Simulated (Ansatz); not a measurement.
Cost and result for the atomization energy of CH₆SeSi₂, SMILES `C1[SiH2][SiH2][Se]1` (10 atoms, 10 bonds).

Z-matrix (Å, degrees):
```
Si
Si 1 2.324
Se 1 2.964 2 49.9
C 1 1.893 2 88.2 3 -17.1
H 1 1.487 2 110.4 3 93.5
H 1 1.491 2 122.6 3 -136.6
H 2 1.486 1 120.6 3 -111.4
H 2 1.489 1 118.8 3 111.4
H 4 1.090 1 115.3 2 136.5
H 4 1.089 1 114.0 2 -95.8
```

Charge 0, multiplicity 1. Correlated methods include outer-core shells of Se, which these sets cover unevenly. Scalar relativity is left out up to krypton. The structure was optimised at the PBE0-D4/def2-TZVP level. Program: Ansatz. All runs use 4 threads of an Arm Neoverse V1 on a shared host. Times are those of one run each, without the atoms' runs, and a repeat can differ threefold. Electronic energies, without spin–orbit coupling; frozen cores. CCSD(T)/CBS adds CCSD(T) − MP2 in def2-TZVPP to the MP2 limit, and its time is that of the two runs behind it. T1 = 0.011. With those shells the extrapolation isn't a true limit. B3LYP takes the VWN-RPA correlation (the form of Gaussian; ORCA's B3LYP/G).

CCSD(T)/CBS is a level of theory with its own doubt, some kJ/mol a heavy atom from the limit and from the frozen cores, so smaller differences don't rank the functionals.

| level | functions | wall time | atomization (kJ/mol) | difference from CCSD(T)/CBS | per bond |
| --- | --- | --- | --- | --- | --- |
| PBE-D4/def2-TZVPP (with forces) | 247 | 3 s | 3218.0 | 8.1 | 0.8 |
| PBE0-D4/def2-TZVPP | 247 | 4.2 s | 3196.0 | -13.9 | -1.4 |
| r2SCAN-D4/def2-TZVPP (with forces) | 247 | 6.5 s | 3209.7 | -0.2 | 0.0 |
| B3LYP-D4/def2-TZVPP (with forces) | 247 | 6.5 s | 3186.7 | -23.2 | -2.3 |
| B2PLYP/def2-TZVPP | 247 | 7 s | 3143.7 | -66.2 | -6.6 |
| ωB97X-V/def2-TZVPP | 247 | 11 s | 3226.5 | 16.6 | 1.7 |
| ωB97M-V/def2-TZVPP (with forces) | 247 | 15 s | 3195.4 | -14.5 | -1.4 |
| MP2/def2-QZVPP | 466 | 26 s | 3182.7 | -27.2 | -2.7 |
| CCSD(T)/def2-TZVPP | 247 | 2.7 min | 3118.0 | -91.9 | -9.2 |
| CCSD(T)/CBS(def2) | – | 3.2 min | 3209.9 | 0.0 | 0.0 |

The D4 term adds +46.8 kJ/mol with B3LYP and +24.2 kJ/mol with PBE0; it sums over pairs of atoms, weighted by their polarisabilities, and B3LYP, whose exchange is more repulsive, gets the larger term. From PBE to PBE0 (25 % exact exchange), in def2-TZVPP and without D4, the atomization energy moves by −17.8 kJ/mol: exact exchange takes away binding that semilocal exchange gives to molecules. In def2-TZVPP, CCSD(T) changes the Hartree–Fock value by +765.7 kJ/mol (the triples alone add +46.4 kJ/mol) and MP2 by +776.7 kJ/mol; breaking electron pairs costs correlation energy, which Hartree–Fock lacks.
